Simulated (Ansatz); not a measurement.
```yaml
crystal:
  periodic: [false, false, false]
  atoms:
    - {symbol: C, position_ang: [-0.071656, -1.339842, 0.890086]}
    - {symbol: S, position_ang: [1.265194, -0.638669, -0.119435]}
    - {symbol: Ge, position_ang: [0.233516, 1.142432, -0.833220]}
    - {symbol: Cl, position_ang: [-1.533021, 0.659664, -1.934122]}
    - {symbol: Cl, position_ang: [1.554371, 2.236585, -2.084715]}
    - {symbol: Cl, position_ang: [-0.406361, 2.396660, 0.774032]}
    - {symbol: H, position_ang: [-0.347113, -0.664011, 1.698371]}
    - {symbol: H, position_ang: [-0.939408, -1.580592, 0.277725]}
    - {symbol: H, position_ang: [0.332979, -2.258530, 1.314179]}
basis:
  gaussian: {orbitals: ANO-RCC-VTZP, point_charges: [{charge: 0.50, position_ang: [4.504, -0.794, -0.465]}]}
magnetization: {spin_polarized: true, initial_magnetization: 0}
hamiltonian: {xc: {name: HF}}
correlation: {method: mp2, frozen_orbitals: {C: 0}}
```

```sh
$ ansatz run in.yaml --threads 4 --pin off --events-out ev --progress --plain --max-ram 11315MiB
```

It prints (some lines left out):

```
Functional definition: HF
Error: "frozen_orbitals" has no count for S
```

(1) What is wrong with this run?

Results:

(1) Frozen orbitals are typed for one element alone, and the program wants a count for each. The program refused the input.
